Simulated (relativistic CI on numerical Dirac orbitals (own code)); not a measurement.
# Tl26+: computed level list

These numbers are calculated, not measured: Dirac-Coulomb-Breit CI, separate exchange-only KLI orbitals for each configuration, a model potential for QED, unscaled Slater integrals (own radial code, finite nucleus).

Configuration list (outside the closed core [Ar] 3d10 4d10): 4s²4p⁶4f⁹, 4s²4p⁶4f⁸5s, 4s²4p⁶4f⁷5s², 4s²4p⁵4f¹⁰, 4s²4p⁶4f⁸6s, 4s4p⁶4f¹⁰, 4p⁶4f¹¹. Levels of other configurations are missing.

The lowest level is 4s²4p⁶4f⁹ ⁶H°15/2, with 69 % of that term; Hund's rules for 4s²4p⁶4f⁹ give ⁶H° with J = 15/2, in agreement.

```tsv
No.	Configuration	Term	J	E (cm⁻¹)	%	jj configuration (%)
1	4s²4p⁶4f⁹	⁶H°	15/2	0.0	69	4f7/2^3 (63)
2	4s²4p⁶4f⁹	⁴F°	9/2	25427.8	41	4f7/2^3 (72)
3	4s²4p⁶4f⁹	⁶F°	11/2	26481.8	40	4f7/2^3 (57)
4	4s²4p⁶4f⁹	⁶H°	13/2	28406.9	83	4f5/2^5 4f7/2^4 (73)
5	4s²4p⁶4f⁹	⁶H°	11/2	42212.0	40	4f5/2^5 4f7/2^4 (64)
6	4s²4p⁶4f⁹	⁴D°	3/2	46801.6	32	4f7/2^3 (76)
7	4s²4p⁶4f⁹	⁶H°	9/2	47519.7	48	4f5/2^5 4f7/2^4 (67)
8	4s²4p⁶4f⁹	⁶F°	7/2	49755.7	53	4f5/2^5 4f7/2^4 (76)
9	4s²4p⁶4f⁹	⁶H°	7/2	53519.8	47	4f5/2^5 4f7/2^4 (35)
10	4s²4p⁶4f⁹	²K°	15/2	53641.9	26	4f5/2^5 4f7/2^4 (53)
11	4s²4p⁶4f⁹	⁶H°	5/2	56880.6	29	4f5/2^5 4f7/2^4 (35)
12	4s²4p⁶4f⁹	⁶F°	5/2	61167.6	45	4f5/2^5 4f7/2^4 (60)
13	4s²4p⁶4f⁹	⁶F°	1/2	62886.1	53	4f5/2^5 4f7/2^4 (77)
14	4s²4p⁶4f⁹	⁴K°	17/2	69098.5	48	4f5/2^5 4f7/2^4 (98)
15	4s²4p⁶4f⁹	⁴M°	21/2	70296.1	76	4f5/2^5 4f7/2^4 (86)
16	4s²4p⁶4f⁹	⁴L°	19/2	73235.0	52	4f5/2^5 4f7/2^4 (90)
17	4s²4p⁶4f⁹	⁴G°	11/2	78338.9	42	4f5/2^4 4f7/2^5 (62)
18	4s²4p⁶4f⁹	⁶F°	9/2	78661.7	36	4f5/2^4 4f7/2^5 (61)
19	4s²4p⁶4f⁹	⁴I°	13/2	80092.4	32	4f5/2^5 4f7/2^4 (75)
20	4s²4p⁶4f⁹	⁴P°	5/2	80986.1	38	4f5/2^5 4f7/2^4 (45)
21	4s²4p⁶4f⁹	⁶F°	3/2	84681.6	43	4f5/2^4 4f7/2^5 (40)
22	4s²4p⁶4f⁹	⁴I°	11/2	86968.8	32	4f5/2^5 4f7/2^4 (60)
23	4s²4p⁶4f⁹	⁴D°	7/2	87016.5	35	4f5/2^5 4f7/2^4 (42)
24	4s²4p⁶4f⁹	⁴F°	9/2	91907.4	28	4f5/2^5 4f7/2^4 (63)
25	4s²4p⁶4f⁹	⁴M°	15/2	93974.9	24	4f5/2^5 4f7/2^4 (58)
26	4s²4p⁶4f⁹	⁴I°	9/2	97589.2	37	4f5/2^5 4f7/2^4 (70)
27	4s²4p⁶4f⁹	⁴I°	15/2	98503.4	31	4f5/2^4 4f7/2^5 (66)
28	4s²4p⁶4f⁹	⁴G°	7/2	101503.7	35	4f5/2^5 4f7/2^4 (67)
29	4s²4p⁶4f⁹	⁴F°	3/2	101625.2	34	4f5/2^5 4f7/2^4 (63)
30	4s²4p⁶4f⁹	⁴D°	5/2	103085.9	32	4f5/2^4 4f7/2^5 (58)
31	4s²4p⁶4f⁹	⁴M°	17/2	104704.4	57	4f5/2^4 4f7/2^5 (92)
32	4s²4p⁶4f⁹	²F°	7/2	105074.6	40	4f5/2^4 4f7/2^5 (56)
33	4s²4p⁶4f⁹	⁴H°	13/2	105557.0	39	4f5/2^5 4f7/2^4 (46)
34	4s²4p⁶4f⁹	⁴H°	11/2	105831.7	44	4f5/2^5 4f7/2^4 (50)
35	4s²4p⁶4f⁹	²F°	5/2	106492.5	28	4f5/2^5 4f7/2^4 (66)
36	4s²4p⁶4f⁹	⁴M°	19/2	107436.7	64	4f5/2^4 4f7/2^5 (91)
37	4s²4p⁶4f⁹	⁴F°	3/2	110334.9	35	4f5/2^5 4f7/2^4 (68)
38	4s²4p⁶4f⁹	⁴L°	17/2	112545.0	52	4f5/2^4 4f7/2^5 (62)
39	4s²4p⁶4f⁹	⁴P°	1/2	112948.6	58	4f5/2^4 4f7/2^5 (63)
40	4s²4p⁶4f⁹	⁶P°	7/2	114569.0	50	4f5/2^4 4f7/2^5 (50)
41	4s²4p⁶4f⁹	⁶P°	5/2	114691.2	29	4f5/2^4 4f7/2^5 (47)
42	4s²4p⁶4f⁹	⁴K°	13/2	115107.1	34	4f5/2^5 4f7/2^4 (49)
43	4s²4p⁶4f⁹	⁴G°	11/2	115405.8	34	4f5/2^4 4f7/2^5 (60)
44	4s²4p⁶4f⁹	⁴L°	13/2	121171.8	46	4f5/2^4 4f7/2^5 (58)
45	4s²4p⁶4f⁹	⁴G°	9/2	121381.5	28	4f5/2^5 4f7/2^4 (44)
46	4s²4p⁶4f⁹	²K°	15/2	124821.3	34	4f5/2^4 4f7/2^5 (70)
47	4s²4p⁶4f⁹	²N°	21/2	127114.1	44	4f5/2^4 4f7/2^5 (81)
48	4s²4p⁶4f⁹	⁶P°	3/2	127347.3	34	4f5/2^4 4f7/2^5 (84)
49	4s²4p⁶4f⁹	²M°	19/2	128051.3	49	4f5/2^4 4f7/2^5 (93)
50	4s²4p⁶4f⁹	⁴I°	13/2	128690.0	53	4f5/2^5 4f7/2^4 (49)
51	4s²4p⁶4f⁹	⁴I°	9/2	128928.6	29	4f5/2^4 4f7/2^5 (50)
52	4s²4p⁶4f⁹	⁴H°	7/2	128990.5	45	4f5/2^4 4f7/2^5 (56)
53	4s²4p⁶4f⁹	⁴G°	9/2	130760.4	59	4f5/2^3 4f7/2^6 (54)
54	4s²4p⁶4f⁹	⁴K°	11/2	130870.6	50	4f5/2^4 4f7/2^5 (67)
55	4s²4p⁶4f⁹	⁴L°	15/2	132034.2	50	4f5/2^4 4f7/2^5 (74)
56	4s²4p⁶4f⁹	⁴F°	7/2	133301.7	55	4f5/2^4 4f7/2^5 (67)
57	4s²4p⁶4f⁹	⁴G°	5/2	133706.8	44	4f5/2^4 4f7/2^5 (68)
58	4s²4p⁶4f⁹	²I°	11/2	138886.1	28	4f5/2^5 4f7/2^4 (46)
59	4s²4p⁶4f⁹	⁴D°	7/2	139996.7	45	4f5/2^3 4f7/2^6 (48)
60	4s²4p⁶4f⁹	⁴M°	15/2	140715.0	31	4f5/2^3 4f7/2^6 (66)
61	4s²4p⁶4f⁹	²H°	9/2	141098.9	28	4f5/2^4 4f7/2^5 (61)
62	4s²4p⁶4f⁹	⁴F°	5/2	141133.6	51	4f5/2^3 4f7/2^6 (64)
63	4s²4p⁶4f⁹	²L°	17/2	141759.9	50	4f5/2^4 4f7/2^5 (67)
64	4s²4p⁶4f⁹	⁴P°	1/2	144891.9	37	4f5/2^3 4f7/2^6 (60)
65	4s²4p⁶4f⁹	²O°	23/2	145903.8	100	4f5/2^4 4f7/2^5 (100)
66	4s²4p⁶4f⁹	⁴G°	11/2	146937.8	36	4f5/2^4 4f7/2^5 (44)
67	4s²4p⁶4f⁹	⁴G°	9/2	148559.9	53	4f5/2^4 4f7/2^5 (44)
68	4s²4p⁶4f⁹	⁴D°	3/2	149382.2	29	4f5/2^3 4f7/2^6 (63)
69	4s²4p⁶4f⁹	⁴P°	5/2	149456.0	28	4f5/2^4 4f7/2^5 (39)
70	4s²4p⁶4f⁹	⁴K°	15/2	150608.7	34	4f5/2^4 4f7/2^5 (52)
```

Energies count from the lowest computed level; ° marks odd parity. Filled j subshells are mostly left out of the jj labels.

The mean weight of the leading LS term, summed over parents, in these 70 levels is 43 %, and that of the leading jj configuration (from the same eigenvectors) 63 %, so jj coupling describes them better and the LS labels are nominal.

At this charge energies of transitions that change n are usually good to better than 1 %, and those within a shell (Δn = 0) to a few per cent. Terms inside the open d or f shell come out 10 to 20 % too wide with unscaled integrals.

LS names give the leading component of a level, which can be under half, so a name can repeat, a term be missing and a line seem to break the LS rules.
